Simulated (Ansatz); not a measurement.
Basis-set extrapolation for C$_{2}$H$_{7}$F$_{2}$NSi$_{2}$, SMILES `C=C[SiH](F)N[SiH2]F` (PBE0-D4/def2-TZVP geometry, frozen core, Ansatz). Multiplicity 1, RHF reference.

|  | def2-TZVPP | def2-QZVPP |
| --- | --- | --- |
| HF | -911.368937 | -911.403842 |
| MP2 correlation | -1.265903 | -1.369578 |
| CCSD(T) correlation | -1.360016 | not run |

Energies in hartree. Use E(X) = E(∞) + A·exp(−7.88·√X) for Hartree–Fock and E(X) = E(∞) + B·X^(−2.97) for correlation, with X = 3 and 4, and add CCSD(T) minus MP2 of the smaller set to the MP2 limit.

Task: What is the CCSD(T) energy at the basis-set limit?

Result: HF limit: -911.403842 + (-0.034905) × 0.13774 = -911.40865. MP2 limit: -1.369578 + (-0.103675) × 0.74074 = -1.44637. Higher-order term: -1.360016 − (-1.265903) = -0.09411. Total: -912.94913 hartree, 578.1 kJ/mol below CCSD(T)/def2-TZVPP.
